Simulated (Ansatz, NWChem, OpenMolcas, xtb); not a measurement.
# A ladder of methods for SiSe (SMILES [Si][Se])

SiSe: 2 atoms, total charge 0, spin state singlet. SMILES: `[Si][Se]`. The shape is that of a PBE0-D4/def2-TZVP optimisation.

```
atom   x (Å)   y (Å)   z (Å)
  Si  0.0000  0.0000  0.0314
  Se  0.0000  0.0000  2.0931
```

Quantity: the HOMO–LUMO gap, in eV. The values are calculated.

```
                level                    kind     program  value (eV)   CPU time
             GFN0-xTB          semi-empirical         xtb        2.09  under 2 s
       HF/aug-cc-pVTZ            Hartree–Fock      NWChem       10.25    5.6 min
    SVWN5/aug-cc-pVTZ                     LDA      Ansatz        3.50      4.3 s
     BLYP/aug-cc-pVTZ                     GGA      Ansatz        3.52      7.4 s
      PBE/aug-cc-pVTZ                     GGA  OpenMolcas        3.53       28 s
     TPSS/aug-cc-pVTZ                meta-GGA  OpenMolcas        3.67       37 s
     PBE0/aug-cc-pVTZ           global hybrid      Ansatz        5.34      8.1 s
CAM-B3LYP/aug-cc-pVTZ  range-separated hybrid      Ansatz        7.56      9.3 s
   B2PLYP/aug-cc-pVTZ           double hybrid  OpenMolcas        7.20       16 s
```

All-electron rows without a relativistic Hamiltonian named are non-relativistic. The values span 2.09 to 10.25 eV. Orbital gaps aren't excitation energies, and those of double hybrids come from the SCF part alone; they tend to grow with the share of exact exchange. In so small a basis fixed costs decide the times, and correlated methods can beat functionals. Times are those of the runs behind each value, whatever else they computed, on shared processors of several kinds: orders of magnitude only.
